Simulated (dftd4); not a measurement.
C$_{4}$H$_{12}$O$_{3}$Sn, triplet, at the geometry of the source list (a higher spin typed on purpose: for a closed-shell molecule this is an excited state); dftd4 with D4 for pbe0.

Input for dftd4:
```
$ dftd4 mol.xyz --func pbe0 --charge 0 --json dftd4.json --noedisp

# file mol.xyz
20

C     -3.31750000    -0.05390000     0.26770000
C     -2.08630000    -0.64560000    -0.40620000
C     -0.80630000     0.04620000     0.06650000
C      0.39980000    -0.56730000    -0.60880000
Sn     2.26120000     0.33860000     0.06300000
O      2.26010000     2.24970000    -0.32920000
O      2.47740000     0.20180000     2.00600000
O      4.05270000    -0.24920000    -0.57080000
H     -4.21660000    -0.57020000    -0.06140000
H     -3.41660000     1.00090000     0.02240000
H     -3.24220000    -0.14840000     1.34870000
H     -2.02550000    -1.71300000    -0.18000000
H     -2.17730000    -0.53990000    -1.49000000
H     -0.86240000     1.11020000    -0.16460000
H     -0.72120000    -0.05520000     1.14900000
H      0.48130000    -1.63090000    -0.38260000
H      0.36180000    -0.43250000    -1.68940000
H      3.10910000     2.67620000    -0.20800000
H      3.37410000     0.01460000     2.28650000
H      4.09440000    -1.03190000    -1.11890000
```

Output, abridged:

```
                    ____  _____ _____     ____  _  _
      -------------|  _ \|  ___|_   _|---|  _ \| || |------------
     |             | | | | |_    | | ___ | | | | || |_           |
     |             | |_| |  _|   | ||___|| |_| |__   _|          |
     |             |____/|_|     |_|     |____/   |_|            |
     |             ===================================           |
     |            E. Caldeweyher, S. Ehlert & S. Grimme          |
     |          Mulliken Center for Theoretical Chemistry        |
     |                    University of Bonn                     |
      -----------------------------------------------------------

Rational (Becke-Johnson) damping: pbe0-D4-ATM
---------------------
  s6         1.0000
  s8         1.2007
  s9         1.0000
  a1         0.4009
  a2         5.0293
 alp        16.0000
--------------------

Dispersion energy:      -1.3910381803849E-02 Eh

[Info] JSON dump of results written to 'dftd4.json'
```
